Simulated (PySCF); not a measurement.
H₄OSSeSi. Atoms are numbered in the order given.

```xyz
8

Se     0.0861     0.0295     0.9218
S     -0.7491     1.8484     0.0659
H     -2.0321     1.6904     0.4762
O     -0.2666    -1.2173    -0.3437
Si     0.7293    -1.3172    -1.7019
H      0.1789    -2.4346    -2.5179
H      2.1378    -1.6103    -1.3008
H      0.6941    -0.0431    -2.4784
```
Charge 0, spin multiplicity 1.

Geometry optimised at PBE0-D3(BJ)/def2-SVP. The structure was generated by enumeration, and PubChem lists no compound with its InChIKey, so it may never have been made. The values are those of a single conformer.

Method: PySCF with HF/def2-TZVP.

Gas-phase values at a fixed geometry.

Computed frontier levels, gap, dipole moment and polarisability:
```json
{
  "highest_occupied_level": "-9.71 eV",
  "lowest_empty_level": "2.32 eV",
  "orbital_gap": "12.03 eV",
  "dipole_moment": "0.62 D",
  "quadrupole, principal values (traceless, Buckingham form, about the centre of nuclear charge)": "-6.22, 0.05, 6.17 D·Å",
  "mean_static_polarisability": "69.3 bohr³ (10.27 Å³)",
  "polarisability_principal_values": "55.0, 65.4, 87.7 bohr³"
}
```
